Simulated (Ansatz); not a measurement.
Z-matrix (Å, degrees):
```
C
C 1 1.529
H 1 1.094 2 111.3
H 1 1.094 2 110.4 3 -118.9
H 1 1.093 2 112.1 3 121.0
Si 2 1.875 1 110.4 3 -67.9
C 2 1.526 1 111.8 3 60.8
H 2 1.098 1 108.2 3 179.6
Cl 6 2.063 2 109.0 1 173.6
Cl 6 2.066 2 106.6 1 -70.7
C 6 1.873 2 117.2 1 49.7
H 7 1.094 2 110.0 1 58.9
H 7 1.091 2 112.0 1 178.9
H 7 1.093 2 111.8 1 -60.1
C 11 1.526 6 111.9 2 -177.8
C 11 1.527 6 112.1 2 56.5
H 11 1.099 6 104.3 2 -60.8
H 15 1.092 11 112.1 6 55.9
H 15 1.093 11 111.0 6 -64.7
H 15 1.094 11 110.2 6 176.2
H 16 1.094 11 110.2 6 179.4
H 16 1.093 11 111.3 6 60.4
H 16 1.092 11 112.5 6 -60.8
```

The species carries charge 0 and has multiplicity 1.

Problem. List the r2SCAN/def2-TZVPP orbital energies in eV (Ansatz 0.2.0). (Estimate.)

Solution. Computed: Occupied: -2753.21, -2753.15, -1792.33, -273.31, -273.31, -273.13, -273.11, -273.02, -272.93, -254.61, -254.56, -193.13, -193.09, -193.01, -193.00, -192.96, -192.95, -142.61, -97.55, -97.49, -97.39, -21.85, -21.05, -20.74, -20.66, -18.05, -17.98, -15.68, -15.20, -12.93, -11.97, -11.74, -11.34, -11.03, -10.77, -10.44, -10.03, -9.86, -9.81, -9.15, -8.88, -8.84, -8.76, -8.59, -8.39, -8.09, -7.85, -7.82, -6.86. Lowest empty: 0.26, 0.42, 0.79, 1.48, 1.65, 1.78, 1.91, 2.20.
